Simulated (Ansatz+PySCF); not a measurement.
# septet MnH: levels of theory in one basis

```yaml
atoms:
  - { symbol: Mn, position_ang: [0.0000, 0.0000, 0.0000] }
  - { symbol: H, position_ang: [0.0000, 0.0000, 1.7310] }
```

Basis set: def2-SVP (spherical functions). Frozen core: 5 orbitals. Correlation on ROHF uses semicanonical orbitals with singles. Charge 0, multiplicity 7.

Computed with Ansatz (development build ahead of 0.2.0); each method stands on the lowest determinant of its kind that the runs found.

```csv
method,E − E(ROHF) (eV),<S²> of the determinant
ROHF,0.00,12.00
UHF,-0.02,12.00
ROHF-MP2,-5.97,–
UHF-MP2,-5.98,12.00
```

Q: Is a single determinant a sound starting point here?

A: By this sign, yes. Unrestricted orbitals gain 0.02 eV and <S²> is 12.00 against 12.00 for a pure state.
